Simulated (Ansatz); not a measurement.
Born–Oppenheimer molecular dynamics of CH₆OSn (9 atoms, charge 0, multiplicity 1). It starts from a relaxed structure.

Level of theory: RKS B3LYP-D4/def2-SVP (Ansatz).

| Item | Value |
| --- | --- |
| ensemble | NVT, Langevin thermostat |
| time step | 0.5 fs |
| steps asked | 113 |
| set temperature | 1500 K |
| friction | 0.02 /fs |
| seed | 152841 |

First frame:

```xyz
9
Properties=species:S:1:pos:R:3
Sn 0.035 -0.073 -0.010
C -0.019 0.001 2.153
H -1.047 -0.150 2.513
H 0.626 -0.787 2.568
H 0.343 0.982 2.492
H 1.620 0.138 -0.635
O -0.934 1.517 -0.756
H -1.895 1.431 -0.685
H -0.713 -1.511 -0.614
```

(1) How far do the bonds stretch over the last three quarters of this one trajectory? (Pairs bonded in most of those frames.)

## Answers

(1) 
| bond | mean (Å) | spread (Å) | shortest | longest |
| --- | --- | --- | --- | --- |
| Sn1–C2 | 2.207 | 0.036 | 2.11 | 2.25 |
| Sn1–H6 | 1.724 | 0.042 | 1.66 | 1.84 |
| Sn1–O7 | 2.108 | 0.149 | 1.87 | 2.28 |
| Sn1–H9 | 1.739 | 0.078 | 1.61 | 1.87 |
| C2–H3 | 1.120 | 0.046 | 1.04 | 1.19 |
| C2–H4 | 1.114 | 0.040 | 1.04 | 1.22 |
| C2–H5 | 1.122 | 0.057 | 1.03 | 1.21 |
| O7–H8 | 0.984 | 0.060 | 0.88 | 1.08 |

Mean temperature of the second half: 1034 K. The mean temperature of the second half is 31 % below the set value. A run of 0.057 ps of so small a system gives no equilibrium averages.

Time of the run: 5.7 min on 1 thread of Arm Neoverse V2, with other jobs on the host, peak memory 0.17 GiB.
